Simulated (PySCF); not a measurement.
hydrogen cyanide (CHN), singlet, geometry from GFN2-xTB; PBE0/def2-SVP in PySCF.

Here is a job for PySCF.
```python
from pyscf import gto, scf, dft

mol = gto.Mole()
mol.atom = '''
    C    -0.000000   -0.000000   -0.493219
    N     0.000000    0.000000    0.644429
    H    -0.000000   -0.000000   -1.551687
'''
mol.basis = 'def2-svp'
mol.charge = 0
mol.spin = 0
mol.verbose = 4
mol.build()

mf = dft.RKS(mol)
mf.xc = 'pbe0'
mf.conv_tol = 1e-6
mf.kernel()
```

**Question.** What does PySCF print? Leave out banner, timings and long lists.

**Answer.** 
```
PySCF version 2.14.0

[INPUT] verbose = 4
[INPUT] num. atoms = 3
[INPUT] num. electrons = 14
[INPUT] charge = 0
[INPUT] spin (= nelec alpha-beta = 2S) = 0
[INPUT] symmetry False subgroup None
[INPUT] Mole.unit = angstrom
[INPUT] Symbol           X                Y                Z      unit          X                Y                Z       unit  Magmom
[INPUT]  1 C      0.000000000000   0.000000000000  -0.493219000000 AA    0.000000000000   0.000000000000  -0.932048829432 Bohr   0.0
[INPUT]  2 N      0.000000000000   0.000000000000   0.644429000000 AA    0.000000000000   0.000000000000   1.217794316727 Bohr   0.0
[INPUT]  3 H      0.000000000000   0.000000000000  -1.551687000000 AA    0.000000000000   0.000000000000  -2.932263461048 Bohr   0.0

nuclear repulsion = 24.2227105896313
number of shells = 15
number of NR pGTOs = 55
number of NR cGTOs = 33
basis = def2-svp
ecp = {}

******** <class 'pyscf.dft.rks.RKS'> ********
method = RKS
initial guess = minao
damping factor = 0
level_shift factor = 0
DIIS = <class 'pyscf.scf.diis.CDIIS'>
diis_start_cycle = 1
diis_space = 8
diis_damp = 0
SCF conv_tol = 1e-06
SCF conv_tol_grad = None
SCF max_cycles = 50
direct_scf = True
direct_scf_tol = 1e-13
XC library pyscf.dft.libxc version 7.1.2
    S. Lehtola, C. Steigemann, M. J. T. Oliveira, and M. A. L. Marques,  SoftwareX 7, 1–5 (2018)
XC functionals = pbe0
    C. Adamo and V. Barone,  J. Chem. Phys. 110, 6158 (1999)
    M. Ernzerhof and G. E. Scuseria,  J. Chem. Phys. 110, 5029 (1999)
radial grids:
    Treutler-Ahlrichs [JCP 102, 346 (1995); DOI:10.1063/1.469408] (M4) radial grids

becke partition: Becke, JCP 88, 2547 (1988); DOI:10.1063/1.454033
pruning grids: <function nwchem_prune>
grids dens level: 3
symmetrized grids: False
atomic radii adjust function: <function treutler_atomic_radii_adjust>
small_rho_cutoff = 0
Set gradient conv threshold to 0.001
Initial guess from minao.
tot grids = 37832
init E= -93.346777240459
  HOMO = -0.4023847860829  LUMO = -0.0264457607935113  gap/eV = 10.22982
cycle= 1 E= -93.2023986331872  delta_E= 0.144  |g|= 0.352  |ddm|= 1.91
  HOMO = -0.293100605570555  LUMO = 0.0415330282827044  gap/eV = 9.10584
cycle= 2 E= -93.0852358116027  delta_E= 0.117  |g|= 0.802  |ddm|= 0.749
  HOMO = -0.371854406368805  LUMO = 0.0348555378258849  gap/eV = 11.06714
cycle= 3 E= -93.2355282676941  delta_E= -0.15  |g|= 0.0346  |ddm|= 0.507
  HOMO = -0.385127578368082  LUMO = 0.0262965331192787  gap/eV = 11.19542
cycle= 4 E= -93.2358257835659  delta_E= -0.000298  |g|= 0.0127  |ddm|= 0.0445
  HOMO = -0.3826532383287  LUMO = 0.0287436999551615  gap/eV = 11.19468
cycle= 5 E= -93.2358651890317  delta_E= -3.94e-05  |g|= 0.000635  |ddm|= 0.0123
  HOMO = -0.382784190976635  LUMO = 0.028608971395666  gap/eV = 11.19458
cycle= 6 E= -93.2358652939528  delta_E= -1.05e-07  |g|= 0.000177  |ddm|= 0.000723
  HOMO = -0.382795800400608  LUMO = 0.0285951012349645  gap/eV = 11.19452
Extra cycle  E= -93.2358652654305  delta_E= 2.85e-08  |g|= 0.000401  |ddm|= 0.00039
converged SCF energy = -93.2358652654305
```
